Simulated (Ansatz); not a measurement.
Molecule: sum formula SiH$_{2}$Br$_{2}$, net charge 0, singlet state. 
Structure (B3LYP-D3(BJ)/def2-TZVP (Ansatz, a first-principles code) minimum search):
SMILES: Br[SiH2]Br
```xyz
5

Si     0.0001    -1.0070     0.0278
Br    -1.8283     0.2549     0.0509
Br     1.8283     0.2520    -0.0649
H      0.0389    -1.7887     1.2729
H     -0.0386    -1.8561    -1.1724
```

Quantity: vertical triplet-singlet gap (E(triplet) - E(singlet); each state is the SCF solution reached for its spin), in kcal/mol. Correlated levels leave the core frozen unless marked. Open shells are spin-unrestricted. Spin-orbit coupling is left out. The frozen core is the preceding noble-gas configuration, with the filled d and f shells of earlier blocks. No relativistic terms.  The program attaches cautions to a run behind CCSD/def2-SVPD: other roots. The program attaches cautions to a run behind CCSD/def2-TZVPPD: other roots. The program attaches cautions to a run behind CCSD(T)/def2-SVPD: other roots. The program attaches cautions to a run behind CCSD(T)/def2-TZVPPD: other roots.

```tsv
level	program	vertical triplet-singlet gap (kcal/mol)
HF/def2-QZVPPD	Ansatz	150.0
RI-HF/def2-TZVPPD	Ansatz	150.2
PBE/def2-TZVPD	Ansatz	127.9
PBE0/def2-TZVPD	Ansatz	139.5
CAM-B3LYP/def2-TZVPD	Ansatz	145.9
wB97M-V/def2-TZVPD	Ansatz	150.4
wB97X-V/def2-TZVPD	Ansatz	153.2
B2PLYP/def2-TZVPD	Ansatz	144.5
MP2/def2-QZVPPD	Ansatz	158.2
CCSD/def2-SVPD	Ansatz	152.2
CCSD/def2-TZVPPD	Ansatz	152.7
CCSD(T)/def2-SVPD	Ansatz	149.6
CCSD(T)/def2-TZVPPD	Ansatz	149.7
CCSD(T)/def2-QZVPPD	Ansatz	152.5
```
